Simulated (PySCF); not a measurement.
H₃NSe, SMILES [SeH]N. Geometry: PBE0-D3(BJ)/def2-TZVP.

TDDFT-LC-ωPBE/def2-TZVPD (PySCF) puts the lowest singlet excitations at 4.83, 5.95, 6.15, 7.27, 7.48, 7.53 eV.

Task: What are the lowest excitation roots from ADC(2)/aug-cc-pVDZ in PySCF 2.14.0? (The exact figures need the calculation; the answer reports its results.)

Result: 4.74, 5.53, 5.65, 6.64, 6.67, 6.90 eV. S1 differs by -0.09 eV (second minus first; roots are paired by order, and the bases may differ).
